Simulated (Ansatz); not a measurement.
Kohn–Sham single points on C$_{2}$H$_{5}$NZn.

```yaml
crystal:
  periodic: [false, false, false]
  atoms:
    - {symbol: C, position_ang: [-0.177010, 1.008167, -0.563608]}
    - {symbol: N, position_ang: [0.067954, -0.335612, -0.114061]}
    - {symbol: C, position_ang: [0.136975, -0.558751, 1.120540]}
    - {symbol: Zn, position_ang: [0.443378, -2.882415, -1.676800]}
    - {symbol: H, position_ang: [-1.084086, 1.019095, -1.173430]}
    - {symbol: H, position_ang: [-0.284264, 1.732674, 0.255681]}
    - {symbol: H, position_ang: [0.644123, 1.320683, -1.213871]}
    - {symbol: H, position_ang: [0.019116, 0.225393, 1.880521]}
    - {symbol: H, position_ang: [0.322314, -1.575334, 1.467930]}
basis:
  gaussian: {orbitals: def2-TZVPP}
hamiltonian: {xc: {name: revPBE}, dispersion: d4}
output: {orbitals: {seedname: orbitals}}
```

```sh
$ ansatz run in.yaml --threads 4 --pin off --events-out ev --progress --plain
```

Output, abridged:

```
Functional definition: revPBE
  name "revPBE"
  cite "Zhang & Yang, Phys. Rev. Lett. 80, 890 (1998) doi:10.1103/PhysRevLett.80.890"
  cite "Perdew, Burke & Ernzerhof, Phys. Rev. Lett. 77, 3865 (1996) doi:10.1103/PhysRevLett.77.3865"
  parameter kappa = 1.245
  parameter beta = 0.06672455060314922
  exchange = pbe_x(kappa = kappa, mu = beta*pi^2/3)
  correlation = pbe_c(beta = beta)
1309 factors; their error is unknown
mean field evaluation 1: about -52008.0164 eV, gradient 1.2e2 eV
mean field evaluation 2: about -51218.3166 eV, gradient 3.5e2 eV
mean field evaluation 4: about -52055.3212 eV, gradient 5.1e1 eV
mean field evaluation 8: about -52061.7733 eV, gradient 1.5e0 eV
mean field evaluation 16: about -52061.7463 eV, gradient 9.2e-3 eV
mean field -52061.74629761 eV, -1913.2338877180 hartree, gradient 3.6e-5 eV, S^2 0.000000; 0 other end points of the search recorded, 0 dependent functions left out
reference -52061.74635338 eV, -1913.2338897675 hartree; 27, 27 occupied and 200, 200 virtual orbitals, 1309 factors
Total energy: -52062.29529831 eV, -1913.2540631217 hartree
```

Hardware: 4 threads of a server CPU on a shared host. Wall time 1.7 s, peak host memory 0.27 GiB.

The same input with `hamiltonian: {xc: {name: wB97M-V}}` and forces (abridged; 9.5 s):

```
Functional definition: wB97M-V
mean field evaluation 16: about -52061.4783 eV, gradient 1.3e-4 eV
mean field -52061.47827775 eV, -1913.2240381698 hartree, gradient 5.7e-5 eV, S^2 0.000000
Total energy: -52061.47832836 eV, -1913.2240400297 hartree
Atom 0 force    -0.066868     0.362871    -0.140967 eV/Å
Atom 1 force     0.046192    -0.258895     0.050603 eV/Å
Atom 2 force     0.008928    -0.029171     0.147457 eV/Å
Atom 3 force     0.004426    -0.027161    -0.011297 eV/Å
Atom 4 force     0.079914     0.005134     0.067362 eV/Å
Atom 5 force     0.010084    -0.065664    -0.065043 eV/Å
Atom 6 force    -0.073553    -0.021961     0.070708 eV/Å
Atom 7 force     0.007804    -0.056768    -0.087822 eV/Å
Atom 8 force    -0.016927     0.091614    -0.031000 eV/Å
Dipole moment:    -0.073076     0.490538     0.361988 e Å
```

With the line `hamiltonian: {xc: {name: r2SCANh}, dispersion: d4}` (abridged; 4.4 s):

```
Functional definition: r2SCANh
mean field evaluation 16: about -52062.4910 eV, gradient 2.1e-3 eV
mean field -52062.49096819 eV, -1913.2612538572 hartree, gradient 1.3e-5 eV, S^2 0.000000
Total energy: -52062.53839033 eV, -1913.2629965887 hartree
```

With the line `hamiltonian: {xc: {name: CAM-B3LYP}, dispersion: d4}` (abridged; 2.9 s):

```
Functional definition: CAM-B3LYP
mean field evaluation 16: about -52067.0696 eV, gradient 3.7e-5 eV
mean field -52067.06961907 eV, -1913.4295161734 hartree, gradient 3.7e-5 eV, S^2 0.000000
Total energy: -52067.21776097 eV, -1913.4349602879 hartree
```

Changing it to `hamiltonian: {xc: {name: B97M-V}}` (abridged; 7.5 s):

```
Functional definition: B97M-V
mean field evaluation 16: about -52056.0386 eV, gradient 1.7e-3 eV
mean field -52056.03857584 eV, -1913.0241328121 hartree, gradient 2.7e-5 eV, S^2 0.000000
Total energy: -52056.03863818 eV, -1913.0241351029 hartree
```

With the line `hamiltonian: {xc: {name: PBE-QIDH}}` (abridged; 4.7 s):

```
Functional definition: PBE-QIDH
mean field evaluation 16: about -52036.7039 eV, gradient 2.6e-4 eV
mean field -52036.70389888 eV, -1912.3135965390 hartree, gradient 4.2e-6 eV, S^2 0.000000
12 core orbitals not correlated: weight in the atoms' cores, before any rotation towards them, 1.000 or more for the frozen orbitals, at most 0.000 for the correlated occupied ones
second order -31.42864862 eV of doubles, -0.00000000 eV of singles
Total energy: -52047.18012811 eV, -1912.6985908622 hartree
```
